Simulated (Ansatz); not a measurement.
Relaxation of CH4Sb (6 atoms, charge -1, multiplicity 1), to a largest force component of 0.015 eV/Å in at most 40 steps.

Computed with RKS B3LYP/def2-TZVP (Ansatz 0.2.0).

```xyz
6
Properties=species:S:1:pos:R:3
C 0.133 -1.132 0.273
Sb 0.813 0.743 -0.007
H -0.572 -1.298 1.089
H 0.912 -1.900 0.280
H -0.242 2.084 -1.480
H -0.247 1.421 1.224
```

**Question.** Where does it end, and by what steps?

**Answer.** The forces met the threshold. Limits of this set-up: an anion without diffuse functions, the dipole of an ion depends on the origin. After 12 steps the energy has fallen by 0.746 eV; H5 moved furthest, 0.81 Å. Joined: Sb2–H5.

| step | energy less start (eV) | largest force component (eV/Å) | accepted |
| --- | --- | --- | --- |
| 0 | 0.0000 | 1.150 | yes |
| 1 | -0.3189 | 0.701 | yes |
| 2 | -0.4923 | 0.475 | yes |
| 3 | -0.5932 | 0.186 | yes |
| 4 | -0.6462 | 0.288 | yes |
| 5 | -0.7088 | 0.414 | yes |
| 6 | -0.7006 | 1.107 | no |
| 7 | -0.7339 | 0.216 | yes |
| 8 | -0.7419 | 0.313 | yes |
| 9 | -0.7353 | 0.353 | no |
| 10 | -0.7457 | 0.035 | yes |
| 11 | -0.7458 | 0.037 | yes |
| 12 | -0.7459 | 0.013 | yes |

```xyz
6
Properties=species:S:1:pos:R:3
C 0.199 -1.169 0.039
Sb 0.802 0.833 -0.045
H -0.784 -1.315 0.500
H 0.959 -1.714 0.613
H -0.495 1.459 -1.025
H 0.115 1.823 1.297
```

Time of the run: 14 s on 2 threads of AMD EPYC 9R14 (Zen 4), with other jobs on the host, peak memory 0.19 GiB.
